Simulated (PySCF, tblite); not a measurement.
Isomers of C3H6N2O2Si, one GFN2-xTB conformer each. Single-point energies are computed at PBE0/pcSseg-1 (PySCF, gas phase, no added dispersion term), electronic only.

```csv
SMILES,GFN2-xTB relative energy (kcal/mol)
C#C[Si@@](N)(O)NC=O,10.8
C[SiH2]Oc1ncon1,0.0
```

Conformers: `[CH:1]#[C:2][Si@@:3]([NH2:4])([OH:5])[NH:6][CH:7]=[O:8]` with C2–Si3–N4–H 42° and 178°, C2–Si3–O5–H 93°, C2–Si3–N6–C7 -101°, Si3–N6–C7–O8 -3°; `[CH3:1][SiH2:2][O:3][c:4]1[n:5][cH:6][o:7][n:8]1` with C1–Si2–O3–C4 178°, Si2–O3–C4–N5 1°.

Problem. What does PBE0/pcSseg-1 give for the same structures?

Solution. 
| SMILES | PBE0/pcSseg-1 E (Eh) | PBE0/pcSseg-1 (kcal/mol) | GFN2-xTB (kcal/mol) | point group |
| --- | --- | --- | --- | --- |
| C#C[Si@@](N)(O)NC=O | -666.85271 | 0.0 | 10.8 | C1 |
| C[SiH2]Oc1ncon1 | -666.77642 | 47.9 | 0.0 | – |

GFN2-xTB puts C[SiH2]Oc1ncon1 lowest instead. As drawn, the lower has a C=O bond, a C≡C bond and an O–H bond, which the higher lacks; the higher has an aromatic ring and an N–O linkage, which the lower lacks.

Problem. Which frontier levels, dipoles and rotational constants go with these structures?

Solution. 
```
             SMILES  HOMO (eV, PBE0/pcSseg-1)  LUMO (eV)  dipole (D)       A, B, C (MHz)
C#C[Si@@](N)(O)NC=O                     -7.85      -0.19        3.59    2327, 1319, 1133
    C[SiH2]Oc1ncon1                     -7.85      -0.71        2.45  6515, 923.6, 820.7
```

Problem. What happens when harmonic zero-point energies from GFN2-xTB frequencies are added?

Solution. 
| SMILES | ZPE (kcal/mol) | electronic (kcal/mol) | with ZPE (kcal/mol) |
| --- | --- | --- | --- |
| C#C[Si@@](N)(O)NC=O | 58.9 | 0.0 | 0.0 |
| C[SiH2]Oc1ncon1 | 58.5 | 47.9 | 47.4 |

The zero-point energies span 0.4 kcal/mol. The order is unchanged.
